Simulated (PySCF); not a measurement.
H5SbSi, SMILES [SbH2][SiH3]. Geometry: B3LYP-D3(BJ)/def2-TZVP. The def2 effective core potentials stand for the cores of Sb; spin–orbit coupling is left out.

Task: Give the equilibrium geometry at B3LYP-D3(BJ)/def2-TZVP (PySCF confirms it by a frequency run) as a Z-matrix, and its point group. (Estimate from the structure and the level; the computed values follow.)

Result: point group Cs.
```
Si
H 1 1.4807
H 1 1.4825 2 109.10
H 1 1.4825 2 109.10 3 118.49
Sb 1 2.5947 2 112.70 3 -120.75
H 5 1.7145 1 91.08 2 45.74
H 5 1.7145 6 91.45 1 91.11
```
